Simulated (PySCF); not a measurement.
Isomers of C8H12O3, one GFN2-xTB conformer each. Single-point energies are computed at PBE0/pcSseg-1 (PySCF, gas phase, no added dispersion term), electronic only.

Question: Rank them by PBE0/pcSseg-1 energy, lowest first (kJ/mol).
A. `[CH3:1][C@@:2]1([O:3][CH:4]=[O:5])[CH2:6][C@@H:7]2[CH2:8][CH2:9][C@H:10]1[O:11]2` with C1–C2–O3–C4 -68°, C2–O3–C4–O5 -2°
B. `[CH3:1][O:2][C:3]1=[CH:4][C:5](=[O:6])[C@@H:7]([O:8][CH3:9])[CH2:10][CH2:11]1` with C1–O2–C3–C4 1°, C5–C7–O8–C9 -75°, C3–C4–C5–O6 -177°, C4–C5–C7–O8 -156°, C5–C7–C10–C11 59°, C7–C10–C11–C3 -54°
C. `[CH3:1][CH2:2][C:3]#[C:4][C:5](=[O:6])[O:7][CH2:8][O:9][CH2:10][CH3:11]` with C4–C5–O7–C8 177°, C5–O7–C8–O9 -105°, O7–C8–O9–C10 68°, C8–O9–C10–C11 65°
D. `[CH3:1][O:2][C:3]1=[CH:4][O:5][CH:6]=[C:7]([CH:8]([CH3:9])[CH3:10])[O:11]1` with C1–O2–C3–C4 -178°, C6–C7–C8–C9 -119°

Answer: A (0.0), B (93.0), C (191.6), D (224.2).

As drawn, the lowest has a C=O bond and a C(=O)–O unit, which the highest lacks; the highest has a C=C bond outside aromatic rings, which the lowest lacks. GFN2-xTB itself gives, in the same order: 0.0, 127.5, 211.9, 157.9. Both levels put the same isomer lowest; measured from each level's own lowest isomer, the values differ by up to 66.3 kJ/mol (COC1=COC=C(C(C)C)O1: 157.9 against 224.2).

Q: Which frontier levels, dipoles and rotational constants go with these structures?

A: 
| SMILES | HOMO (eV, PBE0/pcSseg-1) | LUMO (eV) | dipole (D) | A, B, C (MHz) |
| --- | --- | --- | --- | --- |
| C[C@@]1(OC=O)C[C@@H]2CC[C@H]1O2 | -7.68 | 0.07 | 2.55 | 1985, 1023, 899.9 |
| COC1=CC(=O)[C@@H](OC)CC1 | -6.56 | -1.03 | 3.95 | 2498, 651.0, 535.2 |
| CCC#CC(=O)OCOCC | -7.85 | -1.16 | 2.41 | 2479, 419.9, 402.0 |
| COC1=COC=C(C(C)C)O1 | -5.10 | 0.36 | 2.39 | 1477, 912.0, 643.6 |
